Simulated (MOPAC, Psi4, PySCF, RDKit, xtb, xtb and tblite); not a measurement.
Two geometries of SMILES C=Cc1ccc(N)cc1 (C₈H₉N), relaxed at GFN2-xTB with one dihedral held; other torsions can differ between them too.

Structure A

```
18

C     -3.1706     0.5903    -0.6376
C     -2.0780     1.1362    -0.1162
C     -0.8134     0.4696     0.1618
C      0.2163     1.1958     0.7618
C      1.4362     0.6145     1.0405
C      1.6590    -0.7296     0.7548
N      2.8881    -1.3700     1.0229
C      0.6438    -1.4572     0.1363
C     -0.5697    -0.8706    -0.1482
H     -3.2283    -0.4475    -0.9174
H     -4.0615     1.1715    -0.8035
H     -2.0960     2.1877     0.1466
H      0.0601     2.2392     0.9994
H      2.2183     1.1986     1.5083
H      3.4658    -1.4545     0.1948
H      3.4225    -0.8363     1.7036
H      0.8252    -2.4925    -0.1100
H     -1.3390    -1.4608    -0.6213
```

Structure B

```
18

C     -3.2050     0.5042    -0.5501
C     -2.1290     1.0776    -0.0225
C     -0.8099     0.4856     0.1391
C      0.2106     1.2462     0.7161
C      1.4775     0.7365     0.8924
C      1.7737    -0.5724     0.5095
N      3.0721    -1.0507     0.5958
C      0.7640    -1.3350    -0.0786
C     -0.5001    -0.8168    -0.2567
H     -3.2037    -0.5039    -0.9276
H     -4.1405     1.0319    -0.6248
H     -2.2073     2.0975     0.3363
H      0.0016     2.2607     1.0261
H      2.2527     1.3428     1.3392
H      3.5841    -0.7652     1.4172
H      3.1591    -2.0422     0.4215
H      0.9829    -2.3458    -0.3956
H     -1.2588    -1.4368    -0.7086
```

Problem. Which is lower in energy at the level B3LYP-D3(BJ)/def2-SVP // GFN2-xTB in Psi4 1.11, and by how much?

Solution. B is lower, by 15.91 kJ/mol (dihedral C5–C6–N7–H15: -100° in A, 40° in B).

E(B) − E(A) in kJ/mol at the other levels, on the same two geometries: GFN2-xTB (xtb and tblite) -18.84; MMFF94 // GFN2-xTB (RDKit) -12.04; B3LYP/def2-SVP // GFN2-xTB (Psi4) -15.92; PBE/def2-SVP // GFN2-xTB (Psi4) -18.14; PBE-D3(BJ)/def2-SVP // GFN2-xTB (Psi4) -18.13; UFF // GFN2-xTB (RDKit) -22.17; AM1, restricted, heats of formation // GFN2-xTB (MOPAC) -10.21; PM7, restricted, heats of formation // GFN2-xTB (MOPAC) -15.19; GFN1-xTB // GFN2-xTB (xtb) -15.76; restricted B3LYP/6-31G*, spherical d, density fitting // GFN2-xTB (PySCF) -13.35; restricted LDA (SVWN5)/6-31G*, spherical d, density fitting // GFN2-xTB (PySCF) -18.00; restricted Hartree-Fock/STO-3G // GFN2-xTB (PySCF) -9.15; restricted Hartree-Fock/LANL2DZ, density fitting // GFN2-xTB (PySCF) -15.92.
